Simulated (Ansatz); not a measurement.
`C[Se][BH][AlH2]` + `OBO` → `C[Se]B(O)O` + `[BH2][AlH2]`  (formal exchange of groups at the Se–B bond)

Gas-phase electronic energies from Ansatz, PBE0-D4/def2-TZVP geometries. CCSD(T)/CBS adds triple-zeta CCSD(T) − MP2 to the extrapolated MP2 energy (def2 sets, frozen cores). This one scheme is used for every species. For Se outer-core shells are correlated without core-valence functions, which leaves a few kJ/mol of doubt a bond. Scalar relativity is left out up to krypton. One conformer a species, not always the lowest.

```json
{"species": "`C[Se][BH][AlH2]`", "CCSD(T)/CBS(def2) energy (Eh)": "-2709.15953"}
{"species": "`OBO`", "CCSD(T)/CBS(def2) energy (Eh)": "-177.05255"}
{"species": "`C[Se]B(O)O`", "CCSD(T)/CBS(def2) energy (Eh)": "-2617.04653"}
{"species": "`[BH2][AlH2]`", "CCSD(T)/CBS(def2) energy (Eh)": "-269.14094"}
```

Problem. Work out ΔE.

Solution. ΔE = (-2617.04653) + (-269.14094) − (-2709.15953) − (-177.05255) = 0.02461 Eh = +64.6 kJ/mol.

Largest T1 diagnostic among the species: 0.014.

In def2-TZVPP, CCSD(T) changes the Hartree–Fock value by +20.7 kJ/mol (the triples alone add +4.8 kJ/mol) and MP2 by +21.6 kJ/mol. From PBE to PBE0 (25 % exact exchange), in def2-TZVPP and without D4, ΔE moves by −6.8 kJ/mol.
